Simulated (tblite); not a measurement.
C8H7ClN2.
SMILES with atom numbers: `[CH3:1][n:2]1[n:3][c:4]([Cl:5])[c:6]2[cH:7][cH:8][cH:9][cH:10][c:11]12` (hydrogens: H12, H13, H14 on C1; H15 on C7; H16 on C8; H17 on C9; H18 on C10)

Structure optimised with GFN2-xTB, isolated species.

Question: What internal coordinates does the optimisation give?

Answer: 
```
                  bond  length (Å)
                 C1–N2       1.433
                 N2–N3       1.340
                 N3–C4       1.312
                C4–Cl5       1.699
                 C4–C6       1.420
                 C6–C7       1.396
                 C7–C8       1.373
                 C8–C9       1.403
                C9–C10       1.374
               C10–C11       1.394
                N2–C11       1.357
                C6–C11       1.418
C1–H12, C1–H13, C1–H14       1.090
                C7–H15       1.079
                C8–H16       1.080
                C9–H17       1.080
               C10–H18       1.079
```

Bonds in one row agree within 0.01 Å and their mean is given. A selection of angles:
```
      angle  degrees
  N2–C1–H12    110.6
  N2–C1–H13    107.6
 H12–C1–H13    109.5
   C1–N2–N3    120.4
  C1–N2–C11    128.2
  N3–N2–C11    111.4
   N2–N3–C4    107.3
  N3–C4–Cl5    121.7
   N3–C4–C6    111.3
  Cl5–C4–C6    127.0
   C4–C6–C7    136.4
  C4–C6–C11    103.2
  C7–C6–C11    120.4
   C6–C7–C8    117.7
  C6–C7–H15    120.4
  C8–C7–H15    121.8
   C7–C8–C9    121.6
  C7–C8–H16    119.8
  C9–C8–H16    118.6
  C8–C9–C10    121.9
  C8–C9–H17    118.7
 C10–C9–H17    119.3
 C9–C10–C11    117.1
 C9–C10–H18    121.6
C11–C10–H18    121.3
 N2–C11–C10    131.9
  N2–C11–C6    106.8
 C6–C11–C10    121.4
```

Of the pairs four or more bonds apart, C1···H18 is among the closest relative to their van der Waals radii: 3.01 Å, 104 % of the sum of Bondi's values. The C–C distances run from 1.373 Å (C7–C8, aromatic) to 1.420 Å (C4–C6, aromatic), a spread of 0.047 Å. N2 (pyrrole-type nitrogen) is planar (angles 128.2°, 120.4° and 111.4°, sum 360.0°, 0.00 Å off the plane of its three neighbours). The 6-membered ring C6–C7–C8–C9–C10–C11 has internal angles of 117.1° to 121.9° (sum 720°, against 720° for a flat polygon); it is planar, 0.00 Å rms from its mean plane, widest ring torsion 0°. The 5-membered ring N2–N3–C4–C6–C11 has internal angles of 103.2° to 111.4° (sum 540°, against 540° for a flat polygon); it is planar, 0.00 Å rms from its mean plane, widest ring torsion 0°. The 11 heavy atoms lie in one plane (0.001 Å rms). The C–N distances run from 1.312 Å (N3–C4, aromatic) to 1.433 Å (C1–N2, drawn single), a spread of 0.121 Å.

Point group: Cs (every atom within 0.08 Å of its image). Its GFN2-xTB frequencies are all real (lowest 89 cm⁻¹). 2 starts were optimised and ended at 0.00 and 0.04 kcal/mol (GFN2-xTB); the lowest of these is shown.

All values are computed, not measured.
